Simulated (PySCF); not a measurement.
C₃H₄ClFSi, SMILES FC1=C(Cl)C[SiH2]1. Atoms are numbered in the order given.

```xyz
10

F      2.0947     0.0416     0.0000
C      0.8168     0.3935     0.0000
C     -0.2601    -0.4158     0.0000
Cl    -0.2900    -2.1360     0.0000
C     -1.4930     0.4674     0.0000
Si    -0.2577     1.9290     0.0000
H     -2.1177     0.3459     0.8987
H     -2.1177     0.3459    -0.8987
H     -0.2302     2.7850    -1.2173
H     -0.2302     2.7850     1.2173
```
Charge 0, spin multiplicity 1.

Geometry: ωB97X-D3(BJ)/def2-SVP. This is a generated structure with no PubChem entry under its InChIKey; it may be hypothetical.

Method: PySCF with TDA-PBE/def2-SVPD.

Vertical excitations. The molecule is in vacuum. State labels are in the subgroup Cs.

| state | symmetry | energy (eV) | λ (nm) | f | main pairs |
|---|---|---|---|---|---|
| S1 | A" | 5.33 | 233 | 0.003 | HOMO→LUMO+1 99 % |
| S2 | A" | 5.87 | 211 | 0.001 | HOMO→LUMO+2 97 % |
| S3 | A" | 6.05 | 205 | 0.006 | HOMO→LUMO+3 98 % |
| S4 | A" | 6.13 | 202 | 0.000 | HOMO−1→LUMO 97 % |
| S5 | A' | 6.20 | 200 | 0.124 | HOMO→LUMO 70 % |
| S6 | A" | 6.52 | 190 | 0.001 | HOMO→LUMO+4 98 % |
| S7 | A' | 6.72 | 185 | 0.118 | HOMO−1→LUMO+1 80 % |
| S8 | A" | 6.82 | 182 | 0.003 | HOMO−2→LUMO 85 % |
| S9 | A' | 7.03 | 176 | 0.005 | HOMO−1→LUMO+2 65 %, HOMO−2→LUMO+1 32 % |
| S10 | A" | 7.12 | 174 | 0.004 | HOMO→LUMO+5 68 %, HOMO−3→LUMO 28 % |
| T1 | A' | 4.14 | 299 | 0 | HOMO→LUMO 98 % |
| T2 | A" | 5.20 | 239 | 0 | HOMO→LUMO+1 99 % |
| T3 | A" | 5.46 | 227 | 0 | HOMO→LUMO+2 98 % |
| T4 | A" | 5.90 | 210 | 0 | HOMO−1→LUMO 95 % |
Triplets are in the Tamm–Dancoff approximation.
